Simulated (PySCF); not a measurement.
# Radial density of B (boron, neutral)

UHF, [He] 2s2 2p1, 2P determinant. Calculation: PySCF 2.14, in def2-TZVP; the non-relativistic Hamiltonian (point nucleus).

```tsv
r (bohr)	4πr²ρ (e/bohr)	4πr²(ρα − ρβ)
0.00489	0.02057	0.0000
0.00823	0.05648	0.0000
0.0138	0.1507	0.0000
0.0233	0.3886	0.0001
0.0392	0.9383	0.0002
0.0659	2.041	0.0006
0.111	3.714	0.0020
0.186	5.057	0.0074
0.314	4.281	0.0282
0.527	1.784	0.1038
0.887	0.9666	0.2837
1.49	1.472	0.4354
2.51	0.8672	0.2826
4.22	0.1279	0.0546
7.10	0.002854	0.0019
```
